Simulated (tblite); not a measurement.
Compound: C₄H₁₃PSi₂.
Z-matrix (Å and degrees, GFN2-xTB geometry), rows numbered from 1:
```
C 
C   1  1.5056
C   2  1.4910  1  120.27
C   2  1.5059  1  121.00  3   -71.60
Si  4  1.8827  2  121.92  3  -109.61
P   5  2.2345  4  105.59  2  -161.43
Si  6  2.2233  5  102.04  4  -165.13
H   1  1.0886  2  110.54  3   151.47
H   1  1.0865  2  110.67  3    31.32
H   1  1.0892  2  110.24  3   -88.85
H   2  1.0851  1  113.03  3   144.25
H   3  1.0805  2  119.23  4  -108.01
H   3  1.0800  2  117.65  4   107.89
H   4  1.0859  2  114.94  3   105.20
H   5  1.4727  4  110.77  2    75.36
H   5  1.4681  4  113.04  2   -46.03
H   6  1.3781  5   95.81  4   -67.96
H   7  1.4655  6  113.48  5    43.04
H   7  1.4620  6  107.07  5   163.48
H   7  1.4611  6  106.68  5   -77.48
```

Computed values, GFN2-xTB/tblite, gas phase, harmonic and unscaled. The method is semi-empirical: single wavenumbers can be off by several per cent or more. Modes of hydrogen on phosphorus and silicon can be 10 to 20 % off. One conformer, not necessarily the lowest.

Harmonic wavenumbers (cm⁻¹): 26.1, 36.2, 64.3, 80.9, 126.6, 155.7, 203.0, 238.8, 368.6, 397.0, 450.7, 459.2, 474.8, 511.4, 530.6, 574.8, 652.7, 687.3, 697.1, 745.8, 757.0, 771.4, 785.8, 791.9, 835.7, 871.9, 924.7, 955.8, 1043.2, 1059.1, 1072.9, 1088.5, 1114.8, 1172.1, 1231.7, 1301.5, 1399.8, 1419.5, 1477.5, 1493.1, 1499.4, 2160.1, 2209.0, 2230.2, 2263.6, 2275.6, 2347.6, 3008.9, 3013.7, 3021.6, 3027.1, 3049.6, 3077.2, 3087.8.

A = 3913, B = 564.2, C = 532.3 MHz; mass 148.029 u (most abundant isotopes); point group C1, symmetry number 1.

Question: What is the zero-point energy?

Answer: ½Σν̃ = 32660 cm⁻¹ = 93.38 kcal/mol.

Question: Give the ideal-gas entropy at 500 K and 1 bar in the rigid-rotor, harmonic-oscillator model (classical rotation).

Answer: Translation 43.48, rotation 31.53, vibration 62.38: S = 137.4 cal/(mol K).

Question: And Cp and H(500 K) − H(0)?

Answer: Cp = 63.75 cal/(mol K), of which vibrations give 55.80 (their classical limit is 54 R = 107.3); H(500 K) − H(0) = 19.04 kcal/mol without the zero-point energy, 15.07 from vibrations.

Question: Blend soft modes into free rotors: weight 1/[1 + (100 cm⁻¹/ν̃)⁴] for the oscillator and the rest for a rotor with moment μB/(μ + B), μ = h/(8π²ν), B = 10⁻⁴⁴ kg m². What vibrational entropy results?

Answer: 55.29 cal/(mol K) in place of 62.38, which changes −T·S at 500 K by +3.54 kcal/mol.

Question: What must be added to the electronic energy to get the Gibbs energy at 500 K and 1 bar?

Answer: ZPE + [H(500 K) − H(0)] − T·S = 93.38 + 19.04 − 68.70 = 43.72 kcal/mol.

Question: How do the functions run with temperature in this model?

Answer: 
```csv
T (K),S (cal/(mol K)),Cp (cal/(mol K)),H − H(0) (kcal/mol),G − H(0) (kcal/mol),ln q(vib)
100,76.2,21.2,1.53,-6.09,3.33
200,94.3,32.6,4.20,-14.65,6.78
300,109.8,44.7,8.07,-24.86,10.00
800,171.5,81.4,41.05,-96.19,24.87
1000,190.6,89.0,58.13,-132.44,30.12
```

q(vib) and H(0) count from the zero-point level.

Question: Which modes carry the vibrational entropy at 500 K?

Answer: 26.1 cm⁻¹: 7.13; 36.2 cm⁻¹: 6.48; 64.3 cm⁻¹: 5.34; 80.9 cm⁻¹: 4.89; 126.6 cm⁻¹: 4.00; 155.7 cm⁻¹: 3.60 cal/(mol K); the other 48 give 30.93 together.

Hindered rotation and anharmonicity are outside this model. Other conformers, if any are populated, would add a mixing term that is left out. The structure is chiral; the term R ln 2 for an equal mix with its mirror image is left out.
